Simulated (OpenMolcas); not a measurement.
A calculation on In.

| Property | Result |
| --- | --- |
| Program | OpenMolcas |
| Method | SS-CASPT2, IPEA 0.25 Eh, imaginary shift 0.1 Eh (closed shells correlated: 4d) |
| Basis | ANO-RCC-VTZP [7s6p4d2f1g] |
| Scalar Hamiltonian | DKH2, point nucleus |
| Active space | 3 electrons in 4 orbitals (5s 5p) |
| State averaging | 2S+1 = 4 odd, 1 root (0 in the spin-orbit step); 2S+1 = 2 odd, 3 roots kept (CI in the orbitals of an earlier block); 2S+1 = 4 even, 3 roots; 2S+1 = 2 even, 5 roots kept (CI in the orbitals of an earlier block) |
| Spin-orbit coupling | state interaction with AMFI integrals over the reference wave functions, term energies averaged over their components |

**Question.** Which level of the active space comes out lowest?

**Answer.** 5s² 5p ²P°_1/2, with 100 % of that term; it is also the measured ground level.

**Question.** How high does 5s² 5p ²P°_3/2 lie?

**Answer.** 2070 cm⁻¹ above the lowest level; measured 2213 cm⁻¹ above the ground level, so the calculation is off by -6 %.

**Question.** How high does 5s 5p² ⁴P_5/2 lie?

**Answer.** 36390 cm⁻¹ above the lowest level; measured 37452 cm⁻¹ above the ground level, so the calculation is off by -3 %.

**Question.** How high does 5s 5p² ⁴P_1/2 lie?

**Answer.** 34490 cm⁻¹ above the lowest level; measured 34978 cm⁻¹ above the ground level, so the calculation is off by -1 %.

Measured values: NIST Handbook of Basic Atomic Spectroscopic Data.

Some high roots are left out of the spin-orbit mixing, which shifts the levels that they would mix with. Terms from blocks run as CI alone lack orbitals of their own. Terms of s pⁿ other than that of highest spin mix with s² pⁿ⁻² d, which this space lacks; all of them can be thousands of cm-1 off, and some have no real level of that name. Measured partners are found by configuration, term and J. A level has none where our copy of the source lacks it or the pairing is in doubt (some pairs that miss far off the trend of their configuration count as doubtful), and it then counts in no deviation. Levels of configurations outside the active space are missing.

° marks odd parity.
